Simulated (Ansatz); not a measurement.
## Match the barriers

Saddle point of CH7BrGe, singlet (CH₆Ge ([CH3][GeH3]) + HBr → GeH₃Br ([GeH3][Br]) + CH₄; bonds formed: Ge1–Br7, C2–H6; bonds broken: Ge1–C2, H6–Br7), PBE0-D4/def2-TZVP structure:

```csv
atom,x (Å),y (Å),z (Å)
Ge1,-0.6333,0.9300,-0.2934
C2,0.2918,-0.8528,0.7131
H3,-1.4930,0.5300,-1.4800
H4,-1.5226,0.9997,0.9782
H5,0.3055,2.1240,-0.3094
H6,0.6615,-0.4572,-0.3945
Br7,1.4235,-0.0100,-2.1731
H8,1.0672,-1.6110,0.5479
H9,-0.6625,-1.3666,0.8094
H10,0.5617,-0.2862,1.6017
```

Computed with Ansatz 0.2.0 (basis: def2-TZVPP, with def2-QZVPP for the basis limit); correlated methods freeze the cores. Filled d shells of the heavier atoms are correlated. The def2 sets are not built for correlating such inner shells, so the correlated values are less sure here. Extrapolation: Hartree–Fock as exp(−7.88 √X), correlation as X^−2.97. Four methods, as single points on the PBE0-D4 structures, gave these electronic barriers from the start structure: 123.1, 150.8, 177.5, 199.7 kJ/mol.

The methods were, in alphabetical order, CCSD(T), HF, PBE0-D4, SPW92. Which gave which? (A judgement: the text doesn't fix the answer.)

The calculation gives: SPW92 123.1; PBE0-D4 150.8; CCSD(T) 177.5; HF 199.7 kJ/mol. For comparison, CCSD(T) at an estimated basis limit (MP2 extrapolated from triple and quadruple zeta, plus CCSD(T) − MP2 in triple zeta) gives 169.7 kJ/mol.

T1 diagnostic: at most 0.010.

Labels in which every atom is bracketed show which atoms are joined, not bond orders.

For scale, one of the runs: CCSD(T)/def2-TZVPP, 225 basis functions, launched by `ansatz run in.yaml --threads 8 --pin off --events-out ev --progress --plain --max-ram 19148MiB`. Hardware: 8 CPU threads of an Arm Neoverse V1, shared host. Wall time 110 s; peak host memory 3.8 GiB.
